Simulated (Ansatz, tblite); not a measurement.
Spin states of Si20H26, each relaxed with PBE-D4/def2-SVP in Ansatz. Electronic energies in the gas phase.

The xTB rows come from tblite. Correlated methods freeze 100 core orbitals. Single mean-field runs in def2-SVP are fitted with def2-universal-jkfit.

Singlet geometry:

```
atom   x (Å)   y (Å)   z (Å)
 Si1  -2.611  -2.895   2.030
 Si2  -2.165   3.705   1.037
 Si3   2.075   3.057   0.289
 Si4   0.944  -3.362   1.545
 Si5   3.257  -0.483   0.561
 Si6  -0.456   0.196   1.259
 Si7  -2.939  -1.284  -1.281
 Si8  -0.808   1.950  -2.149
 Si9   0.595  -1.682  -1.898
Si10   2.846   1.194  -2.920
Si11  -2.086   1.635   2.155
Si12  -0.567  -1.818   2.483
Si13  -2.342  -3.338  -0.276
Si14   1.722   1.054   1.478
Si15  -2.466   3.370  -1.274
Si16   1.388   2.773  -1.946
Si17   3.158  -2.578   1.627
Si18   0.012  -3.577  -0.616
Si19   2.776  -0.833  -1.716
Si20  -0.920  -0.106  -1.027
 H21  -2.731  -4.155   2.850
 H22  -3.820  -2.030   2.281
 H23  -3.296   4.542   1.582
 H24  -0.879   4.452   1.277
 H25   3.561   3.332   0.282
 H26   1.392   4.234   0.934
 H27   0.823  -4.685   2.268
 H28   4.647   0.098   0.683
 H29  -4.106  -0.639  -0.578
 H30  -3.258  -1.411  -2.750
 H31  -1.082   1.691  -3.613
 H32   0.247  -1.914  -3.351
 H33   4.253   1.742  -2.915
 H34   2.442   0.946  -4.353
 H35  -1.824   1.844   3.627
 H36  -3.430   0.962   2.010
 H37  -0.311  -1.524   3.941
 H38   2.035   1.254   2.943
 H39  -2.474   4.696  -1.994
 H40  -3.806   2.709  -1.486
 H41   1.516   4.089  -2.680
 H42   3.582  -2.458   3.070
 H43   4.093  -3.542   0.939
 H44   0.373  -4.883  -1.278
 H45  -3.139  -4.522  -0.765
 H46   3.782  -1.808  -2.283
```

Triplet geometry:

```xyz
46

Si    1.157   -4.247   -0.847
Si    2.568    1.645   -3.062
Si   -1.369    2.933   -1.804
Si   -2.001   -3.257    0.834
Si   -3.344    0.553    0.427
Si   -0.080   -0.646   -1.166
Si    2.685   -1.498    1.367
Si    1.720    2.181    0.617
Si   -0.579    0.113    2.655
Si   -1.503    3.797    1.830
Si    1.517   -0.455   -2.887
Si   -0.756   -2.898   -1.136
Si    1.781   -3.676    1.355
Si   -1.985    0.684   -1.494
Si    3.460    2.243   -0.970
Si   -0.029    3.638    0.003
Si   -3.695   -1.649    1.216
Si   -0.307   -3.609    2.423
Si   -2.310    1.623    2.248
Si    0.920   -0.027    0.865
H     0.796   -5.709   -0.926
H     2.243   -3.959   -1.850
H     3.661    1.563   -4.099
H     1.584    2.696   -3.501
H    -2.608    3.796   -1.802
H    -0.678    3.117   -3.130
H    -2.736   -4.571    0.666
H    -4.683    1.179    0.111
H     3.793   -1.347    0.353
H     3.237   -1.162    2.731
H     2.240    2.644    1.960
H     0.180    0.319    3.947
H    -2.632    4.750    1.517
H    -0.782    4.297    3.057
H     0.868   -0.839   -4.194
H     2.600   -1.466   -2.599
H    -1.529   -3.202   -2.398
H    -2.748    0.174   -2.694
H     4.069    3.623   -1.023
H     4.537    1.261   -0.585
H     0.554    4.999   -0.306
H    -4.916   -2.218    0.528
H    -4.003   -1.577    2.693
H    -0.352   -2.748    3.664
H     2.721   -4.673    1.986
H    -3.267    1.607    3.418
```

⟨S²⟩: triplet 2.01 at PBE0-D4/def2-SVP (pure 2.00).

Only these spin states were relaxed. The triplet has other bonds than the singlet, so the gap mixes isomer and spin.

(1) Estimate which spin state lies lowest at each of these levels, and by how much: GFN1-xTB; GFN2-xTB; HF/STO-3G; HF/def2-SVP; PBE-D4/def2-SVP; r2SCAN-D4/def2-SVP; PBE0-D4/def2-SVP; CAM-B3LYP-D4/def2-SVP; B2PLYP/def2-SVP; PBE-QIDH/def2-SVP; RPA@PBE/def2-SVP; MP2/def2-SVP.

Answers

(1) 
| level | triplet − singlet (kcal/mol) | lowest of these |
| --- | --- | --- |
| GFN1-xTB | 62.5 | singlet |
| GFN2-xTB | 40.1 | singlet |
| HF/STO-3G | 84.1 | singlet |
| HF/def2-SVP | 55.3 | singlet |
| PBE-D4/def2-SVP | 63.7 | singlet |
| r2SCAN-D4/def2-SVP | 63.6 | singlet |
| PBE0-D4/def2-SVP | 65.7 | singlet |
| CAM-B3LYP-D4/def2-SVP | 65.7 | singlet |
| B2PLYP/def2-SVP | 67.9 | singlet |
| PBE-QIDH/def2-SVP | 70.1 | singlet |
| RPA@PBE/def2-SVP | 66.4 | singlet |
| MP2/def2-SVP | 71.0 | singlet |

Change of the triplet − singlet gap on mixing in exact exchange, in kcal/mol: PBE to PBE0 (25 % exact exchange) 2.0. The xTB methods have no spin-polarisation term.
